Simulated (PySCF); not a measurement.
A PySCF script (with the pyscf-properties extension) for the NMR shieldings of SMILES CC(C)(C)C1=C[SiH2][C@@H]1Cl, C$_{7}$H$_{13}$ClSi, on a GFN2-xTB geometry:

```python
import basis_set_exchange as bse
import numpy as np
from pyscf import gto, dft
from pyscf.prop import nmr

atoms = """
C    -1.563075   -0.552963    1.245253
C    -0.847764    0.143894    0.082336
C    -1.490532   -0.284646   -1.240307
C    -0.979662    1.666348    0.246218
C     0.612002   -0.203667    0.091073
C     1.430887   -0.498993    1.116141
Si    2.988446   -0.690169    0.080440
C     1.511700   -0.290786   -1.116266
Cl    1.633448    1.240456   -2.041091
H    -1.186078   -0.197859    2.200624
H    -1.417435   -1.629830    1.192623
H    -2.630095   -0.345876    1.202797
H    -1.390331   -1.359280   -1.383540
H    -2.549772   -0.036056   -1.237097
H    -1.024528    0.225880   -2.078902
H    -0.502448    1.990199    1.168768
H    -2.030175    1.947913    0.278108
H    -0.506240    2.181885   -0.584914
H     1.163327   -0.584974    2.156019
H     3.568576   -2.021666   -0.082910
H     3.996988    0.359687    0.146193
H     1.202349   -1.040112   -1.843200
"""
names = dict.fromkeys(["C", "Si", "Cl", "H"], "pcSseg-1")
basis = {el: gto.basis.parse(bse.get_basis(n, elements=[el], fmt="nwchem")) for el, n in names.items()}
mol = gto.M(atom=atoms, basis=basis, charge=0, verbose=0)
mf = dft.RKS(mol, xc="PBE0")
mf.grids.level = 2
mf.grids.alignment = dft.numint.BLKSIZE   # the property module wants whole blocks of grid points
mf.conv_tol = 1e-9
mf.kernel()

calc = nmr.RKS(mf)   # GIAO
C = mf.mo_coeff
Co = C[:, mf.mo_occ > 0]
resp = mf.gen_response(singlet=True, hermi=2)
def vind(x):   # induced exchange potential for any number of trial vectors
    d = np.einsum("pi,xij,qj->xpq", C, 2 * x.reshape(-1, C.shape[1], Co.shape[1]), Co, optimize=True)
    return np.einsum("xpq,pi,qj->xij", resp(d - d.transpose(0, 2, 1)), C, Co, optimize=True).ravel()
mo1, _ = nmr.rhf.solve_mo1(calc, with_cphf=vind)
sigma = calc.kernel(mo1)
for i, s in enumerate(sigma):   # ppm
    print("%2d %-2s %9.2f" % (i, mol.atom_pure_symbol(i), np.trace(s) / 3))
```

Q: What are the results?

A: 
```
 0 C     156.14
 1 C     147.88
 2 C     160.74
 3 C     151.62
 4 C      -2.18
 5 C      53.46
 6 Si    385.97
 7 C     134.72
 8 Cl    814.87
 9 H      30.15
10 H      30.69
11 H      30.81
12 H      30.66
13 H      30.84
14 H      29.71
15 H      30.62
16 H      30.66
17 H      29.49
18 H      25.69
19 H      26.64
20 H      26.95
21 H      27.23
```

These numbers come from an equivalent density-fitted implementation of the same equations, which agrees with the script to about 0.01 ppm for H and up to a few tenths of a ppm for heavy atoms, so last digits may differ.

Q: Turn these shieldings into chemical shifts. References, each an isolated molecule treated in the same way: $^{13}$C (186.93 ppm) and $^{29}$Si (349.16 ppm) and $^{1}$H (31.72 ppm) against TMS; $^{35}$Cl (949.78 ppm) vs HCl.

A: Averaging equivalent atoms: C 4: 189.1; C 5: 133.5; C 7: 52.2; C 1: 39.0; C 0/2/3: 30.8; Si 6: -36.8; Cl 8: 135; H 18: 6.02; H 19: 5.08; H 20: 4.76; H 21: 4.49; H 9/10/11/12/13/14/15/16/17: 1.31 ppm. 

Size and cost of the density-fitted run: 232 basis functions, 68 s wall time on 1 thread of an Arm Neoverse V1, shared host; peak memory 1 GiB.
